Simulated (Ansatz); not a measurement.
The inner images of a band of ClH4MgNO + H2O (11 atoms, charge 0, multiplicity 1) are given out of order.

All numbers below come from RKS BHLYP-D4/def2-SVP in Ansatz.

Initial state:

```xyz
11
Properties=species:S:1:pos:R:3
Mg -0.534 -1.273 -0.600
O 0.421 -1.342 0.968
Cl -1.738 -2.463 -2.044
H 0.098 1.203 -0.295
N -0.331 0.767 -1.125
H 0.868 0.230 1.355
O 0.918 1.214 1.321
H 0.698 -2.049 1.538
H 0.281 0.942 -1.915
H -1.198 1.250 -1.334
H 0.516 1.521 2.131
```

Final state:

```xyz
11
Properties=species:S:1:pos:R:3
Mg -0.605 -1.067 -0.867
O 0.139 -1.231 0.959
Cl -1.206 -3.004 -1.775
H 0.534 1.202 0.242
N -0.410 0.882 -1.113
H 0.566 -0.364 1.248
O 1.027 1.101 1.119
H 0.436 -1.971 1.480
H 0.065 1.218 -1.943
H -1.245 1.455 -1.055
H 0.698 1.779 1.705
```

**Question.** Put them in order from the first end to the last, with their energies above the first end.
A.
```xyz
11
Properties=species:S:1:pos:R:3
Mg -0.579 -1.121 -0.769
O 0.257 -1.212 0.969
Cl -1.409 -2.858 -1.870
H 0.361 1.134 0.083
N -0.355 0.869 -1.039
H 0.654 -0.196 1.198
O 0.951 1.055 1.069
H 0.566 -1.905 1.543
H 0.174 1.168 -1.851
H -1.197 1.434 -1.064
H 0.575 1.631 1.730
```
B.
```xyz
11
Properties=species:S:1:pos:R:3
Mg -0.565 -1.182 -0.716
O 0.232 -1.262 0.962
Cl -1.435 -2.829 -1.914
H 0.243 1.119 -0.138
N -0.342 0.877 -1.025
H 0.729 0.026 1.243
O 1.013 1.027 1.143
H 0.548 -1.951 1.533
H 0.181 1.167 -1.844
H -1.188 1.435 -1.040
H 0.586 1.574 1.796
```
C.
```xyz
11
Properties=species:S:1:pos:R:3
Mg -0.525 -1.281 -0.619
O 0.318 -1.323 1.014
Cl -1.562 -2.530 -2.135
H 0.129 1.185 -0.296
N -0.369 0.776 -1.103
H 0.885 0.216 1.345
O 1.017 1.190 1.273
H 0.544 -2.037 1.598
H 0.168 0.982 -1.937
H -1.249 1.265 -1.212
H 0.643 1.557 2.071
```
D.
```xyz
11
Properties=species:S:1:pos:R:3
Mg -0.606 -1.084 -0.834
O 0.246 -1.235 0.938
Cl -1.380 -2.932 -1.790
H 0.475 1.198 0.231
N -0.390 0.866 -1.096
H 0.629 -0.331 1.213
O 0.982 1.117 1.118
H 0.547 -1.943 1.500
H 0.147 1.177 -1.898
H -1.224 1.442 -1.115
H 0.573 1.723 1.732
```
E.
```xyz
11
Properties=species:S:1:pos:R:3
Mg -0.549 -1.250 -0.663
O 0.249 -1.289 0.996
Cl -1.476 -2.728 -2.032
H 0.188 1.141 -0.253
N -0.366 0.825 -1.075
H 0.844 0.159 1.305
O 1.059 1.125 1.219
H 0.504 -2.011 1.558
H 0.151 1.094 -1.904
H -1.218 1.374 -1.092
H 0.613 1.559 1.941
```

**Answer.** C (0.00 eV), E (+0.05 eV), B (+0.30 eV), A (+0.78 eV), D (+0.71 eV).

Time of the run: 2 min on 2 threads of Intel(R) Xeon(R) Platinum 8488C (Sapphire Rapids), with other jobs on the host, peak memory 0.25 GiB.
